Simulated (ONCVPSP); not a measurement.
## Pseudopotential generation for Pm (Z = 61): ONCV, LDA (Perdew-Zunger), scalar-relativistic.

ONCVPSP 4.0.1 input, shortened (lines: element, Z, core and valence counts, functional; n l f; lmax; l rc ep ncon nbas qcut; lloc lpopt rc5 dvloc0; l nproj debl; icmod fcfact rcfact), LDA (Perdew-Zunger), scalar-relativistic:

```
  Pm 61.00    9    4        3      upf
    1    0    2.00
    2    0    2.00
    2    1    6.00
    3    0    2.00
    3    1    6.00
    3    2   10.00
    4    0    2.00
    4    1    6.00
    4    2   10.00
    4    3    5.00
    5    0    2.00
    5    1    6.00
    6    0    1.50
    3
    0    1.90    0.00    4    9    8.00
    1    1.65    0.00    3    6    4.70
    2    2.10    0.25    4    8    5.40
    3    0.95    0.00    3    8   16.80
    4    5    0.70    3.00
    0    2    2.00
    1    2    3.60
    2    3    0.80
    3    2    2.80
    1    0.35    0.00
```

All-electron outer shells of the reference configuration (LDA (Perdew-Zunger), scalar-relativistic, ld1.x):

```json
{"shell": "5s", "level (eV)": "-44.92", "outermost node (bohr)": "0.70", "outermost maximum (bohr)": "1.29"}
{"shell": "5p", "level (eV)": "-25.67", "outermost node (bohr)": "0.75", "outermost maximum (bohr)": "1.46"}
{"shell": "6s", "level (eV)": "-6.05", "outermost node (bohr)": "1.73", "outermost maximum (bohr)": "3.54"}
{"shell": "4f", "level (eV)": "-5.24", "outermost node (bohr)": "–", "outermost maximum (bohr)": "0.64"}
```

Does the generator finish with these settings?

No. ONCVPSP 4.0.1 stopped with "ERROR pspot: first pseudo wave function has node, program will stop": the optimised pseudo-wave of the first projector has a node, so the radial equation cannot be inverted for a potential. It happened in the s channel.
